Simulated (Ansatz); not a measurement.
Two members of one family (Series SiH2MeX), computed with Ansatz in the gas phase. The two geometries come from different levels. Binding counts from free atoms in the multiplicity of their measured ground term, without zero-point energy. The structures are stationary points that may keep the symmetry of their start.

First: SiH2MeBr (singlet, charge 0, r2SCAN-D4/def2-TZVP geometry).

Cartesian coordinates in Å:
```
Si 0.1957 0.5405 -0.6223
H 1.5459 0.3544 -1.2045
H -0.0029 1.9700 -0.2835
C -0.0740 -0.5566 0.8517
H 0.6623 -0.3295 1.6290
H 0.0291 -1.6085 0.5766
H -1.0722 -0.4067 1.2695
Br -1.2839 0.0364 -2.2165
```

```
              level  HOMO (eV)  LUMO (eV)  gap (eV)  binding per atom (eV)
    PBE-D4/def2-SVP      -6.79      -0.48      6.31                   3.42
   PBE-D4/def2-TZVP      -6.98      -0.77      6.21                   3.42
r2SCAN-D4/def2-TZVP      -7.32      -0.37      6.94                   3.43
  ωB97X-V/def2-TZVP     -10.62       2.20     12.82                   3.43
  ωB97M-V/def2-TZVP     -10.48       1.91     12.39                   3.42
```

Second: SiH2MeF (singlet, charge 0, PBE-D4/def2-TZVP geometry).

```xyz
8

Si    0.7545   -0.0986   -0.4305
H     1.9154    0.4595    0.3284
H     0.7104    0.5041   -1.7985
C    -0.8490    0.1616    0.4849
H    -1.0225    1.2365    0.6476
H    -0.8248   -0.3334    1.4661
H    -1.6995   -0.2396   -0.0858
F     1.0155   -1.6901   -0.6122
```

Estimate the same table for the second.


```csv
level,HOMO (eV),LUMO (eV),gap (eV),binding per atom (eV)
PBE-D4/def2-SVP,-7.69,0.10,7.79,3.71
PBE-D4/def2-TZVP,-7.83,-0.44,7.38,3.72
r2SCAN-D4/def2-TZVP,-8.17,0.04,8.21,3.72
ωB97X-V/def2-TZVP,-11.67,2.48,14.15,3.73
ωB97M-V/def2-TZVP,-11.51,2.12,13.63,3.72
```
